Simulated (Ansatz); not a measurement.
A structure relaxed at PBE0-D4/def2-TZVP in Ansatz, charge 1, doublet:

Cartesian coordinates in Å:
```
Li 1.1966 1.2584 2.3565
Li -1.6252 0.3749 -1.5932
Si 0.3386 -0.0382 0.3633
Si 0.0900 -1.5952 -1.1266
```

Q: Give its formula and point group.

A: Li2Si2⁺. Point group Cs (tolerance 0.1 Å).

Q: Summarise the bond lengths by kind (pairs closer than 1.2 times the sum of covalent radii, bridged metal pairs left out).

A: 3 × Li–Si 2.53 to 2.80 Å; 1 × Si–Si 2.17 Å.

Another isomer (doublet) lies 0.27 eV lower at PBE0-D4/def2-TZVP; other spin states weren't run for this one.
